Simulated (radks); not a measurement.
Initial-state core-level shifts of the manganese ion Mn+ when its valence configuration changes from [Ar] 3d5 4s1. All-electron calculation, Dirac Kohn-Sham, BLYP, spin-unpolarised, spherical densities, point nucleus; open shells fill j = l - 1/2 first. Program: a radial shooting solver on a logarithmic mesh with Libxc functionals. Shifts are changes of the shell-averaged eigenvalues in eV (positive: less bound).

| valence | 2s | 2p | 3s | 3p |
|---|---|---|---|---|
| 3d5 4p1 | -1.305 | -1.306 | -1.362 | -1.360 |
| 3d4 4s1 4p1 | -8.680 | -8.597 | -7.578 | -7.360 |
| 3d4 4s1.5 4p0.5 | -8.029 | -7.947 | -6.916 | -6.701 |
| 3d3 4s1 4p2 | -18.887 | -18.702 | -15.940 | -15.457 |
| 3d6 | +5.602 | +5.538 | +5.011 | +4.852 |
| 3d4 4s2 | -7.359 | -7.278 | -6.236 | -6.024 |
| 3d4.5 4s1 4p0.5 | -4.138 | -4.099 | -3.672 | -3.569 |
| 3d4 4p2 | -9.930 | -9.844 | -8.851 | -8.624 |
| 3d5.5 4s0.5 | +3.026 | +2.992 | +2.674 | +2.588 |
